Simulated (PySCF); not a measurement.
## 19F chemical shifts

All values are calculated (PySCF 2.14.0 with density-fitted response routines): geometry from GFN2-xTB, GIAO PBE0/pcSseg-1 shieldings. No relativistic terms, single conformer, no solvent, rapidly exchanging positions averaged.

Shieldings were converted by a linear fit to measured shifts: 19F (scatter 6.0 ppm rms, 7.0 ppm with the 5 outliers that the fit left out vs CFCl3, solution or neat liquid, with a term for F on sp3 carbon). Occasional misses reach two or three times the rms, and more in compound classes unlike the fitted ones.

**Question.** Give the 19F shifts of `CO[SiH2]O[C@@H](C)CF`.

**Answer.** 
```tsv
compound	environment	δ (ppm)
CO[SiH2]O[C@@H](C)CF	fluorine on an sp3 carbon	-226.3
```

**Question.** Order these by 19F shift, lowest first.
A. C[C@@]1(F)CCN[SiH2]1
B. COc1nsc(F)n1
C. F[C@@H]([SiH3])[C@@H]1CCN1

**Answer.** C (-227.5 ppm, fluorine on an sp3 carbon), A (-177.3 ppm, fluorine on an sp3 carbon), B (-72.5 ppm, aryl fluorine).
